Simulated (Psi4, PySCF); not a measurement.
Approach curve of the dimer F6Si2 ··· H2O (SMILES F[Si](F)(F)[Si](F)(F)F and O). Monomers: optimised at B3LYP-D3(BJ) (def2-TZVP), held rigid. Orientation: lowest of the rigid-body minima from ten starts at GFN2-xTB. The monomers approach along the line of their centres of mass (distance R); nothing else relaxes.

Levels of theory: SCS-MP2/aug-cc-pVTZ = DF-SCS-MP2/aug-cc-pVTZ, frozen core, counterpoise-corrected in Psi4; RMP2/6-31G* = restricted MP2 (frozen core)/6-31G*, spherical d, no counterpoise correction run with PySCF; RKS-B3LYP/6-311+G** = restricted B3LYP/6-311+G**, spherical d, no counterpoise correction (PySCF); wB97M-V/def2-TZVP, counterpoise-corrected (Psi4).

Interaction energies in kcal/mol:

```tsv
R / Å	SCS-MP2/aug-cc-pVTZ	RMP2/6-31G*	RKS-B3LYP/6-311+G**
2.44	9.00	1.23	6.61
2.64	3.29	-3.44	1.39
2.83	0.19	-5.62	-1.27
3.04	-1.55	-6.40	-2.58
3.22	-2.17	-6.24	-2.91
3.55	-2.24	-5.07	-2.64
3.84	-1.87	-3.85	-2.10
4.37	-1.13	-2.07	-1.23
5.00	-0.57	-0.86	-0.61
6.07	-0.19	-0.22	-0.21
7.30	-0.07	-0.08	-0.07
```

Problem. Estimate the wB97M-V/def2-TZVP values at these points.

Solution. 2.44: 4.69; 2.64: -0.15; 2.83: -2.57; 3.04: -3.67; 3.22: -3.84; 3.55: -3.28; 3.84: -2.53; 4.37: -1.42; 5.00: -0.69; 6.07: -0.22; 7.30: -0.08 (kcal/mol).
